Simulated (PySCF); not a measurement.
# [K2F]+: from structure and modes to constants

These are results of PBE0 in PySCF with F def2-TZVP, K def2-TZVP; no relativity; density-fitted integrals, not measurements.

The singlet minimum has D∞h symmetry. Masses (u): F 18.99840, K 38.96371.

```xyz
3
charge 1 multiplicity 1, angstrom
F     0.0000    0.0000    0.0000
K     0.0000    0.0000    2.3245
K     0.0000    0.0000   -2.3245
```

Harmonic wavenumbers (cm⁻¹): 90.7 (πu, ×2), 195.6 (σg+, ×1), 407.5 (σu+, ×1).

Problem. Find the principal moments of inertia and the rotational constants. What kind of rotor is it?

Solution. About the centre of mass I = 421.08 u Å². With B = 16.8576/I this gives 0.04003 cm⁻¹. The molecule is linear.

Problem. What is the harmonic zero-point energy?

Solution. Half the sum of all 4 wavenumbers, 784/2 = 392 cm⁻¹, which is 4.7 kJ/mol (1 cm⁻¹ = 0.0119627 kJ/mol).

Problem. Find the vibrational entropy and heat capacity at 298.15 K.

Solution. With u = 1.43878 ω/T, each mode gives S = R[u/(eᵘ−1) − ln(1−e⁻ᵘ)] and C = R u² eᵘ/(eᵘ−1)².
```csv
ω (cm⁻¹),u,S (J/(mol K)),C (J/(mol K))
90.7 (×2),0.438,15.25,8.18
195.6,0.944,9.10,7.72
407.5,1.966,3.91,6.08
```
The sums over all modes are S = 43.5 and C = 30.2 J/(mol K); the softest mode gives 35 % of the entropy (each member, where degenerate).

Problem. Give the standard entropy (298.15 K, 1 bar) by its translational, rotational, vibrational and spin parts, and Cp.

Solution. Sackur–Tetrode with M = 96.93 u gives 165.9; rotation with symmetry number 2 gives 73.7; vibration 43.5; spin R ln 1 = 0.0. The total is 283.1 J/(mol K), and Cp = 7/2 R + 30.2 = 59.3 J/(mol K).

Problem. Find the bond force constant k and the stretch–stretch coupling k′ of the valence force field.

Solution. For linear XMX, 4π²c²ω(σg)² = (k + k′)/mX and 4π²c²ω(σu)² = (k − k′)(1 + 2mX/mM)/mX. So k + k′ = 0.878 and k − k′ = 0.747 mdyn/Å, giving k = 0.813 and k′ = 0.065 mdyn/Å.

This need not be the most stable arrangement of these atoms.
